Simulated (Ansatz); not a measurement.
Reaction (substitution at a C–F bond): `F/C=C\I` + HBr → `Br/C=C/I` + H–F

Computed with Ansatz on PBE0-D4/def2-TZVP structures; ΔE is electronic, products minus reactants. CCSD(T)/CBS is the MP2 limit (def2-TZVPP, def2-QZVPP) plus CCSD(T) − MP2 in def2-TZVPP, frozen cores. This one scheme is used for every species. Double bonds are as drawn, so ΔE can hold a change between cis and trans. Functionals use def2-TZVPP. Elements past krypton have def2 core potentials. For Br, I outer-core shells are correlated without core-valence functions, which leaves a few kJ/mol of doubt a bond. Scalar relativity is left out up to krypton.

| level | ΔE (eV) |
| --- | --- |
| PBE-D4 | -0.21 |
| PBE | -0.17 |
| PBE0 | -0.18 |
| HF/CBS(def2) | -0.03 |

Task: What does CCSD(T)/CBS give? (Best estimate.)

Result: Ansatz gave: -0.32 eV. The listed levels differ from it by 0.11, 0.15, 0.14, 0.29 eV.

Largest T1 diagnostic among the species: 0.011.

The D4 term adds −0.06 eV with B3LYP and −0.03 eV with PBE0; it sums over pairs of atoms, weighted by their polarisabilities, and B3LYP, whose exchange is more repulsive, gets the larger term. In def2-TZVPP, CCSD(T) changes the Hartree–Fock value by −0.24 eV (the triples alone add −0.04 eV) and MP2 by −0.39 eV.

B3LYP here is the variant with VWN-RPA as its local correlation; programs differ in this.
